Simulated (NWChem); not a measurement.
System: H3S2 cation; SMILES S[SH2+]

```xyz
5

S     -0.0532    -1.1232     0.0000
S      0.0464     0.9899     0.0000
H      1.2954    -1.2398     0.0000
H     -0.8210     1.2953     0.9989
H     -0.8210     1.2953    -0.9989
```
Atoms are numbered in this order, from 1.

Computed with NWChem. Geometry optimised at B3LYP/6-31G*; all other runs use it. Pople sets run with spherical d functions. Vzz has the sign of the potential's second derivative.

| quantity | level | value |
|---|---|---|
| Vzz S1 (a.u.) | PBE/def2-TZVP | -3.510 |
| anisotropy (bohr³), static | B3LYP/Sadlej pVTZ | 18.8 |
| cavity-dispersion-structure term (kcal/mol) in benzene | PBE0/def2-SVP, SMD | -2.1 |
| highest occupied level (eV) | LDA (Slater exchange, PW92)/def2-SVP | -12.70 |
| highest harmonic frequency (cm⁻¹) | B3LYP/6-31G* | 2672 |
